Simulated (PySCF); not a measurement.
**How the method moves the HOMO and LUMO of `C[Si@H](N)[SiH2]O`**

Compound: CH₉NOSi₂.
Structure used (PBE0-D3(BJ)/def2-SVP), in Å, numbered top down from 1:
```
atom  x, y, z in Å
C1    -1.9497   -0.7832   -0.1553
Si2   -0.5566   -0.0071    0.8371
N3    -0.4750    1.7061    0.5595
Si4    1.5740   -0.6625    0.1164
O5     2.5163    0.6685    0.5346
H6    -2.9244   -0.3838    0.1686
H7    -1.8320   -0.5698   -1.2283
H8    -1.9752   -1.8748   -0.0114
H9    -0.7545   -0.4193    2.2736
H10   -1.2144    2.3224    0.8796
H11    0.4377    2.1311    0.6990
H12    1.6223   -0.8958   -1.3677
H13    2.0928   -1.9192    0.7525
H14    3.4221    0.6756    0.2116
```

Basis pcSseg-1 throughout (PySCF), one geometry. Geometry: PBE0-D3(BJ)/def2-SVP, one conformer, isolated molecule.

Problem. How do the orbital energies, the gap and the dipole change with the method?

Solution. 
```json
{"method": "BLYP", "kind": "GGA", "HOMO (eV)": "-5.54", "LUMO (eV)": "-0.85", "gap (eV)": "4.69", "μ (D)": "0.66", "SCF cycles": "15"}
{"method": "OPBE", "kind": "GGA", "HOMO (eV)": "-5.66", "LUMO (eV)": "-0.79", "gap (eV)": "4.87", "μ (D)": "0.63", "SCF cycles": "15"}
{"method": "PBE", "kind": "GGA", "HOMO (eV)": "-5.67", "LUMO (eV)": "-0.99", "gap (eV)": "4.68", "μ (D)": "0.65", "SCF cycles": "15"}
{"method": "B97-D", "kind": "GGA", "HOMO (eV)": "-5.68", "LUMO (eV)": "-0.82", "gap (eV)": "4.86", "μ (D)": "0.61", "SCF cycles": "15"}
{"method": "LDA", "kind": "LDA", "HOMO (eV)": "-5.77", "LUMO (eV)": "-1.21", "gap (eV)": "4.55", "μ (D)": "0.65", "SCF cycles": "15"}
{"method": "KT2", "kind": "GGA", "HOMO (eV)": "-5.77", "LUMO (eV)": "-1.16", "gap (eV)": "4.61", "μ (D)": "0.58", "SCF cycles": "15"}
{"method": "KT3", "kind": "GGA", "HOMO (eV)": "-5.78", "LUMO (eV)": "-1.04", "gap (eV)": "4.74", "μ (D)": "0.58", "SCF cycles": "15"}
{"method": "BP86", "kind": "GGA", "HOMO (eV)": "-5.79", "LUMO (eV)": "-1.03", "gap (eV)": "4.76", "μ (D)": "0.64", "SCF cycles": "15"}
{"method": "B97-2", "kind": "global hybrid", "HOMO (eV)": "-6.83", "LUMO (eV)": "-0.11", "gap (eV)": "6.72", "μ (D)": "0.54", "SCF cycles": "13"}
{"method": "B3LYP", "kind": "global hybrid", "HOMO (eV)": "-6.84", "LUMO (eV)": "-0.33", "gap (eV)": "6.51", "μ (D)": "0.57", "SCF cycles": "13"}
{"method": "PBE0", "kind": "global hybrid", "HOMO (eV)": "-7.09", "LUMO (eV)": "-0.13", "gap (eV)": "6.95", "μ (D)": "0.56", "SCF cycles": "13"}
{"method": "mPW1PW91", "kind": "global hybrid", "HOMO (eV)": "-7.13", "LUMO (eV)": "-0.12", "gap (eV)": "7.01", "μ (D)": "0.54", "SCF cycles": "13"}
{"method": "BHandHLYP", "kind": "global hybrid", "HOMO (eV)": "-8.40", "LUMO (eV)": "0.77", "gap (eV)": "9.17", "μ (D)": "0.51", "SCF cycles": "12"}
{"method": "CAM-B3LYP", "kind": "range-separated hybrid", "HOMO (eV)": "-8.47", "LUMO (eV)": "0.91", "gap (eV)": "9.38", "μ (D)": "0.55", "SCF cycles": "12"}
{"method": "wB97X-D", "kind": "range-separated hybrid", "HOMO (eV)": "-9.00", "LUMO (eV)": "1.65", "gap (eV)": "10.65", "μ (D)": "0.53", "SCF cycles": "14"}
{"method": "LC-wPBE", "kind": "range-separated hybrid", "HOMO (eV)": "-9.87", "LUMO (eV)": "2.09", "gap (eV)": "11.96", "μ (D)": "0.53", "SCF cycles": "14"}
{"method": "HF", "kind": "Hartree–Fock", "HOMO (eV)": "-10.37", "LUMO (eV)": "3.10", "gap (eV)": "13.48", "μ (D)": "0.49", "SCF cycles": "10"}
```

The HOMO spans 4.84 eV, from BLYP down to HF, and the gap runs from 4.55 eV (LDA) to 13.48 eV (HF). Over the methods BLYP (0 %), OPBE (0 %), PBE (0 %), B97-D (0 %), LDA (0 %), KT2 (0 %), KT3 (0 %), BP86 (0 %), B97-2 (21 %), B3LYP (20 %), PBE0 (25 %), mPW1PW91 (25 %), BHandHLYP (50 %), HF (100 %), a straight line through the gap against the share of exact exchange rises by 0.88 eV for each 10 % (correlation coefficient 0.999). The dipole ranges from 0.49 D (HF) to 0.66 D (BLYP). This basis has no diffuse functions.
